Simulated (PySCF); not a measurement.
## Peak assignment

Mapped SMILES: `[CH3:1]/[C:2]([SiH3:3])=[C:4](/[F:5])[C:6]#[N:7]`. Hydrogens are named by the atom that carries them.

Method: σ from GIAO-PBE0/pcSseg-1, GFN2-xTB geometry, in PySCF 2.14 (isolated molecule, rapidly exchanging positions averaged, no relativistic terms, one conformer).

Chemical shifts δ = σref − σ; ¹³C and ¹H vs TMS, all at this level.

**Question.** Assign these signals to the numbered atoms. ¹³C{¹H} NMR (computed): δ 147.2 (C), 141.7 (C), 115.3 (C), 21.6 (CH3).

**Answer.** 
| δ (ppm) | atoms | environment | reason |
| --- | --- | --- | --- |
| 147.2 | C4 | fully substituted alkene carbon | as expected for a trigonal carbon in a double bond |
| 141.7 | C2 | fully substituted alkene carbon | – |
| 115.3 | C6 | nitrile carbon | this is the usual window of a C≡N carbon, which has no attached hydrogen |
| 21.6 | C1 | allylic methyl carbon | saturated and bonded to C and H only |

**Question.** Assign these signals to the numbered atoms. ¹H NMR (400 MHz, computed): δ 4.25 (s, 3H), 2.25 (s, 3H).

**Answer.** 
| δ (ppm) | atoms | environment | reason |
| --- | --- | --- | --- |
| 4.25 | H(Si3) | hydrogen on a silicon bonded to C | – |
| 2.25 | H(C1) | hydrogen on an allylic methyl carbon | allylic position |

Splittings by ¹⁹F in the carbon and heteronuclear signals aren't shown, as no couplings were computed. Shifts are as computed. Against solution values, carbons near 30 ppm lie about +3 ppm off and those near 130 ppm about +5 ppm. Of 1309 compounds with measured shifts, 239 miss one by over three times the rms of a fit or turn the order of signals round; such compounds aren't used in these exercises. Multiplicities follow the n + 1 count of equivalent neighbours, as no J values were calculated; m marks all less simple cases, F and P coupling included.
